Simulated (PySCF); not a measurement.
These 3 structures share the formula C8H14. Method: PySCF, PBE0-D3(BJ)/def2-SVP geometry optimisation, gas phase. Energies are electronic, without zero-point or thermal terms, for one conformer each. No frequencies were run at this level. Point groups hold within 0.08 Å.

Task: Order them by energy at this level, lowest first, and give relative energies in kcal/mol.
A. `[CH2:1]=[C:2]([CH3:3])[CH2:4]/[CH:5]=[CH:6]\[CH2:7][CH3:8]` with C1–C2–C4–C5 -111°, C2–C4–C5–C6 -114°, C5–C6–C7–C8 116°
B. `C1CC2CCC1CC2` (bicyclo[2.2.2]octane)
C. `[CH2:1]1[CH2:2][C@H:3]2[CH2:4][CH2:5][CH2:6][C@H:7]2[CH2:8]1` with C8–C1–C2–C3 -40°, C1–C2–C3–C4 -91°, C2–C3–C4–C5 140°, C3–C4–C5–C6 -40°

Result: B (0.0), C (1.4), A (41.4).

As drawn, the highest has a C=C bond outside aromatic rings, which the lowest lacks. Neighbours under 2.5 kcal/mol apart (C1CC2CCC1CC2 and C1C[C@H]2CCC[C@H]2C1) can change places with a better method, another conformer or zero-point energy.

| SMILES | E (Eh) | E rel (kcal/mol) | dipole (D) | point group | A, B, C (MHz) |
| --- | --- | --- | --- | --- | --- |
| C1CC2CCC1CC2 | -312.71453 | 0.0 | 0.00 | near D3h | 2453, 2365, 2364 |
| C1C[C@H]2CCC[C@H]2C1 | -312.71226 | 1.4 | 0.08 | Cs | 3453, 1984, 1527 |
| C=C(C)C/C=C\CC | -312.64859 | 41.4 | 0.69 | C1 | 3744, 1046, 895.1 |
